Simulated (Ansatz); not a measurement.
Basis-set extrapolation for `C[SiH2]O[SiH2]Cl` (PBE0-D4/def2-TZVP geometry, frozen core, Ansatz). Multiplicity 1, RHF reference.

|  | def2-TZVPP | def2-QZVPP |
| --- | --- | --- |
| HF | -1154.428294 | -1154.465885 |
| MP2 correlation | -0.845334 | -0.914673 |
| CCSD(T) correlation | -0.939493 | not run |

Energies in hartree. Use E(X) = E(∞) + A·exp(−7.88·√X) for Hartree–Fock and E(X) = E(∞) + B·X^(−2.97) for correlation, with X = 3 and 4, and add CCSD(T) minus MP2 of the smaller set to the MP2 limit.

Problem. What is the CCSD(T) energy at the basis-set limit?

Solution. HF limit: -1154.465885 + (-0.037591) × 0.13774 = -1154.47106. MP2 limit: -0.914673 + (-0.069339) × 0.74074 = -0.96604. Higher-order term: -0.939493 − (-0.845334) = -0.09416. Total: -1155.53126 hartree, 429.2 kJ/mol below CCSD(T)/def2-TZVPP.
